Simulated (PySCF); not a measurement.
Si(F)2(NHMe)(OH) (CH5F2NOSi), SMILES F[Si](NC)(F)O.

Geometry optimised at r2SCAN-D4/def2-SVP. The structure was generated by enumeration, and PubChem lists no compound with its InChIKey, so it may never have been made. One conformer was computed; it need not be the lowest.

Two levels are set side by side: TDA-PBE/def2-SVPD (PySCF) and TDA-LC-ωPBE/def2-SVPD (PySCF). Vertical, same geometry. The lowest singlet is HOMO→LUMO 100 % with PBE and HOMO→LUMO 73 % with the other functional; states are paired by order. Differences are taken from unrounded values.

```
quantity                               TDA-LC-ωPBE  TDA-PBE  TDA-PBE minus TDA-LC-ωPBE
-------------------------------------  -----------  -------  -------------------------
lowest singlet excitation (eV)                7.18     5.41                      -1.77
lowest triplet excitation (TDA) (eV)          6.83     5.25                      -1.58
first bright state (f over 0.05) (eV)         9.53     8.15                      -1.38
its oscillator strength                       0.06     0.06                       0.00
```

Functionals without exact exchange tend to place singlet excitations lower, as here. Differences between two approximate levels are no errors against the true value.

Rough cost on one machine, each run with all the roots and properties that it gave: TDA-LC-ωPBE against TDA-PBE about 3 times.
